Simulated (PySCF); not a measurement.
## Ionisation energy of Se⁺ by level of theory

Se⁺ [Ar] 3d10 4s2 4p3 (4S) → Se²⁺ [Ar] 3d10 4s2 4p2 (3P), as a difference of total energies. Calculation: PySCF 2.14, in aug-cc-pVDZ-DK; scalar relativity by spin-free X2C-1e. Correlated levels: valence: [Ar] 3d10 frozen. The calculations carry no spin-orbit coupling.

```
           method  ionisation energy (eV)  difference from reference (eV)
              UHF                  20.841                          -0.355
             MN15                  21.434                          +0.238
              LDA                  21.485                          +0.289
    MP2 (valence)                  21.206                          +0.010
SCS-MP2 (valence)                  21.078                          -0.118
   CCSD (valence)                  21.159                          -0.037
CCSD(T) (valence)                  21.165                          -0.031
```

Reference: 21.196 ± 0.01 eV (measured; NIST Atomic Spectra Database, ionization energies).

The reference lies between the lowest fine-structure levels, while these numbers refer to the centres of the terms.

Errors of the correlated levels include the incompleteness of this basis and the frozen core.
